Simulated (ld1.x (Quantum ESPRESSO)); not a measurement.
**Cutoff test, B (Z = 5), RRKJ**

- Element: boron
- Generator: ld1.x (Quantum ESPRESSO) 7.5
- Type: norm-conserving RRKJ (Kleinman–Bylander form)
- Functional: PBE
- Relativity: scalar-relativistic
- Frozen core: [He]
- Valence charge: 3
- Reference configuration: 2s2 2p1
- Partial waves: 2p (bound): rc 2.90 bohr; 3d channel at 0.05 Ry: rc 3.05 bohr; 2s (bound): rc 1.20 bohr
- Local potential: the s channel
- Core correction: none
- rho0: 0.001

The pseudo-atom Hamiltonian at the reference potential is diagonalised in spherical Bessel functions j_l(qr) that vanish at 20 bohr, with q² up to the cutoff. All-electron valence levels (Ry): 2p -0.2651, 2s -0.6940.

Task: How do the lowest levels (Ry) of each channel move with the cutoff, and are there ghosts?

Result:

```csv
cutoff (Ry),p #1,d #1,d #2,s #1,s #2,f #1,f #2,Σ f·Δε (mRy)
8,-0.2377,0.0662,0.1603,-0.6425,-0.0092,0.1130,0.2441,130.6
12,-0.2628,0.0662,0.1603,-0.6686,-0.0108,0.1130,0.2441,53.2
18,-0.2651,0.0662,0.1603,-0.6876,-0.0119,0.1130,0.2441,13.0
25,-0.2651,0.0662,0.1603,-0.6922,-0.0122,0.1130,0.2441,3.7
35,-0.2651,0.0662,0.1603,-0.6929,-0.0123,0.1130,0.2441,2.3
45,-0.2651,0.0662,0.1603,-0.6932,-0.0123,0.1130,0.2441,1.8
55,-0.2651,0.0662,0.1603,-0.6937,-0.0123,0.1130,0.2441,0.8
70,-0.2651,0.0662,0.1603,-0.6940,-0.0123,0.1130,0.2441,0.1
400,-0.2651,0.0662,0.1603,-0.6941,-0.0123,0.1130,0.2441,0.0
```

Result: no extra level below or beside the all-electron valence levels (p, d, s, f tested); 10 mRy is reached at 21 Ry and 1 mRy at 55 Ry.

Its largest configuration-test error is +303 meV.
